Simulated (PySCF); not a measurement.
Values are calculated unless marked as measured or tabulated.
AlSiH4O3

AlSiH4O3 is a small molecule (built as: end group OSiH2), neutral, doublet. The structure, one conformer, was relaxed in the gas phase by PBE0-D3(BJ)/def2-SVP. Frequencies by PBE0-D3(BJ)/def2-SVP show no clear imaginary mode.

SMILES: [OH][Al]([OH])[O][SiH2]

| atom | x (Å) | y (Å) | z (Å) |
| --- | --- | --- | --- |
| O1 | -1.346 | 0.220 | 1.870 |
| Al2 | -0.044 | 0.519 | 0.833 |
| O3 | 1.113 | 1.681 | 1.258 |
| O4 | 0.058 | -0.362 | -0.607 |
| Si5 | 0.279 | -1.151 | -2.032 |
| H6 | -1.464 | 0.681 | 2.702 |
| H7 | 1.881 | 1.916 | 0.737 |
| H8 | 0.389 | -2.630 | -1.798 |
| H9 | -0.866 | -0.875 | -2.964 |

EPR values by unrestricted B3LYP, pcH-1 on Al H O Si.

Task: Predict g and the largest hyperfine couplings. Where does the spin sit?

Result: g = 2.0016, 2.0021, 2.0040. The spin sits on Si5 (85 %, bonded to 1 O + 2 H) by Mulliken populations.
```
atom  isotope  isotropic (MHz)  dipolar, principal values (MHz)
 Si5     29Si           -602.3               -151.5, 75.7, 75.8
  H8       1H            104.3                   -7.9, 0.3, 7.7
  H9       1H            104.0                   -7.9, 0.3, 7.7
  O4      17O            -31.8                -32.4, 15.7, 16.7
 Al2     27Al              3.6                  -1.3, -0.4, 1.7
  O1      17O             -3.6                   -0.5, 0.2, 0.3
```
